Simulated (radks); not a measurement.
Species: Os II. Configuration: [Xe] 4f14 5d5 6s1 6p1 (not the ground configuration).

Method: scalar-relativistic Kohn-Sham, LDA (Slater exchange, Perdew-Wang correlation), spin-polarised, spherical densities, finite nucleus; open shells are filled with parallel spins first (spin-orbit coupling, left out, can overturn this in heavy ions); Fermi nuclear charge, rms radius 5.4126 fm; computed with a radial shooting solver on a logarithmic mesh with Libxc functionals.

Energy parts (hartree):
| part | energy |
|---|---|
| total | -17240.4527 |
| kinetic | 19095.9325 |
| electron-nucleus | -42696.0800 |
| Hartree | 6687.7955 |
| exchange-correlation | -328.1006 |

Orbitals (lengths in bohr, moments of r in powers of bohr; <r^-3> diverges for s and p1/2; r(max) is where P^2 peaks):
| orbital | occ. | eigenvalue (hartree) | r(max) | <r^-3> | <r^4> |
|---|---|---|---|---|---|
| 1s up | 1 | -2712.001 | 0.01104 | - | 5.135e-07 |
| 1s down | 1 | -2712.000 | 0.01104 | - | 5.135e-07 |
| 2s up | 1 | -472.7831 | 0.06345 | - | 0.00007643 |
| 2s down | 1 | -472.7720 | 0.06345 | - | 0.00007643 |
| 2p up | 3 | -412.0337 | 0.05220 | 21880 | 0.00006069 |
| 2p down | 3 | -412.0242 | 0.05220 | 21880 | 0.00006069 |
| 3s up | 1 | -110.3558 | 0.1789 | - | 0.002793 |
| 3s down | 1 | -110.3501 | 0.1789 | - | 0.002793 |
| 3p up | 3 | -92.51005 | 0.1775 | 4928 | 0.003025 |
| 3p down | 3 | -92.50398 | 0.1775 | 4928 | 0.003024 |
| 3d up | 5 | -72.50034 | 0.1444 | 625.7 | 0.002329 |
| 3d down | 5 | -72.49180 | 0.1444 | 625.6 | 0.002329 |
| 4s up | 1 | -23.62340 | 0.4049 | - | 0.06443 |
| 4s down | 1 | -23.61145 | 0.4050 | - | 0.06439 |
| 4p up | 3 | -17.76512 | 0.4252 | 1164 | 0.08600 |
| 4p down | 3 | -17.75294 | 0.4253 | 1164 | 0.08585 |
| 4d up | 5 | -10.48102 | 0.4346 | 127.4 | 0.1235 |
| 4d down | 5 | -10.46637 | 0.4346 | 127.5 | 0.1228 |
| 4f up | 7 | -2.38408 | 0.4050 | 22.90 | 0.3270 |
| 4f down | 7 | -2.36060 | 0.4047 | 23.06 | 0.3114 |
| 5s up | 1 | -3.86113 | 0.9140 | - | 1.887 |
| 5s down | 1 | -3.77343 | 0.9101 | - | 1.833 |
| 5p up | 3 | -2.36663 | 1.031 | 181.8 | 3.596 |
| 5p down | 3 | -2.25738 | 1.024 | 187.0 | 3.470 |
| 5d up | 5 | -0.69763 | 1.340 | 10.54 | 19.29 |
| 5d down | 0 | -0.56088 | 1.322 | 10.82 | 20.93 |
| 6s up | 1 | -0.60184 | 2.311 | - | 89.59 |
| 6s down | 0 | -0.48001 | 2.354 | - | 114.3 |
| 6p up | 1 | -0.34299 | 2.927 | 18.48 | 253.3 |
| 6p down | 0 | -0.25525 | 3.138 | 13.45 | 415.9 |

The highest occupied level is 6p up at -9.333 eV. The configuration is held as typed, so some empty levels lie below it. The density falls to 0.001 e/bohr^3 at r = 4.48 bohr. Spin moment in Bohr magnetons: 7. Summed over all electrons, <r^2> = 59.22 bohr^2, which gives a Langevin (diamagnetic) susceptibility term of -46.9 x 10^-6 cm^3/mol. The spin density at the nucleus is 118.1 e/bohr^3 (1s -0.1, 2s -1.6, 3s 0.0, 4s 1.0, 5s -21.7, 6s 140.5). The electron density at the nucleus is 1.782e+06 e/bohr^3 (large components only).
